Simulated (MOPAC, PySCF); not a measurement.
[Cd(Br)(H)], neutral singlet in the gas phase. 

Cartesian coordinates (Å):
```xyz
3

Cd     0.0025     0.0084     0.0036
Br     0.6463     2.1682     0.9241
H     -0.4371    -1.4661    -0.6249
```
Charge 0, spin multiplicity 1.

All levels are single points at this geometry (PBE-D3(BJ)/def2-SVP); Pople sets use spherical d functions. Orbital energies aren't observables, and empty levels follow the basis.

```csv
level,HOMO (eV),LUMO (eV),gap (eV),dipole (D),"vertical IE, Delta-SCF (eV)"
B3LYP-D3(BJ)/def2-TZVP in PySCF,-7.81,-1.32,6.49,2.17,–
PBE-D3(BJ)/def2-TZVP in PySCF,-6.84,-1.86,4.98,2.09,–
TPSSh-D3(BJ)/def2-TZVP in PySCF,-7.41,-1.37,6.05,2.14,–
"B3LYP/6-311+G** (LANL2DZ on Br, Cd) in PySCF",-7.70,-1.39,6.31,2.44,–
B3LYP/6-31G* (LANL2DZ on Cd) in PySCF,-7.72,-1.38,6.34,2.27,10.58
BP86/6-31G* (LANL2DZ on Cd) in PySCF,-6.84,-1.99,4.86,2.26,–
M06-2X/6-31G* (LANL2DZ on Cd) in PySCF,-9.21,-0.46,8.75,2.46,–
PBE/6-31G* (LANL2DZ on Cd) in PySCF,-6.73,-1.86,4.87,2.26,–
SVWN5/6-31G* (LANL2DZ on Cd) in PySCF,-6.89,-2.09,4.80,2.30,–
HF/6-31G* (LANL2DZ on Cd) in PySCF,-10.94,1.13,12.07,2.39,9.60
PM3 in MOPAC,-10.42,1.06,11.48,6.31,–
PM6 in MOPAC,-9.62,1.31,10.93,4.95,–
PM7 in MOPAC,-10.45,0.30,10.74,2.60,–
```
